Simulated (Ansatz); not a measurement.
Reaction (ligand exchange at the Si–C bond): `COC[SiH2]P` + H–F → `F[SiH2]P` + `COC`

Isolated molecules relaxed with PBE0-D4/def2-TZVP in Ansatz; ΔE leaves out vibrations. CCSD(T)/CBS is the MP2 limit (def2-TZVPP, def2-QZVPP) plus CCSD(T) − MP2 in def2-TZVPP, frozen cores. This one scheme is used for every species. DFT in def2-TZVPP. B3LYP here is the variant with VWN-RPA as its local correlation; programs differ in this. Each species was taken in one conformer, which may not be the lowest.

`COC[SiH2]P`:

```xyz
14

C     0.882   -2.161    1.228
O     0.030   -1.054    1.107
C     0.359   -0.238    0.010
Si   -0.842    1.218   -0.056
P    -0.247    2.499   -1.819
H     0.832   -2.803    0.338
H     1.925   -1.849    1.373
H     0.557   -2.734    2.098
H     1.391    0.142    0.092
H     0.310   -0.806   -0.934
H    -0.698    2.054    1.165
H    -2.240    0.719   -0.141
H    -0.884    1.661   -2.774
H    -1.376    3.351   -1.687
```

H–F:

Cartesian coordinates in Å:
```
F -0.036 -0.011 -0.458
H 0.036 0.011 0.458
```

`F[SiH2]P`:

```xyz
7

F    -0.137   -0.019    2.105
Si    0.435   -0.224    0.622
P    -0.772    1.038   -0.787
H     1.841    0.252    0.595
H     0.381   -1.678    0.334
H    -1.764    0.041   -0.984
H     0.016    0.590   -1.885
```

`COC`:

```xyz
9

C    -0.372    0.521    0.969
O     0.563    0.606   -0.068
C     0.438   -0.450   -0.977
H    -1.403    0.555    0.587
H    -0.213    1.372    1.631
H    -0.251   -0.407    1.547
H    -0.554   -0.460   -1.451
H     1.196   -0.315   -1.749
H     0.596   -1.423   -0.490
```

CCSD(T)/CBS gives -139.7 kJ/mol.

Another level gave -170.3 kJ/mol. Which?
A. B3LYP-D4/def2-TZVPP
B. MP2/def2-TZVPP
C. HF/def2-TZVPP
D. PBE-D4/def2-TZVPP

C. HF/def2-TZVPP -170.3, B3LYP-D4 -145.4, PBE-D4 -131.7, MP2/def2-TZVPP -139.9 kJ/mol.

Largest T1 diagnostic among the species: 0.013.

The D4 term adds +10.3 kJ/mol with B3LYP and +6.0 kJ/mol with PBE0; it sums over pairs of atoms, weighted by their polarisabilities, and B3LYP, whose exchange is more repulsive, gets the larger term. In def2-TZVPP, CCSD(T) changes the Hartree–Fock value by +30.0 kJ/mol (the triples alone add +4.2 kJ/mol) and MP2 by +30.4 kJ/mol.
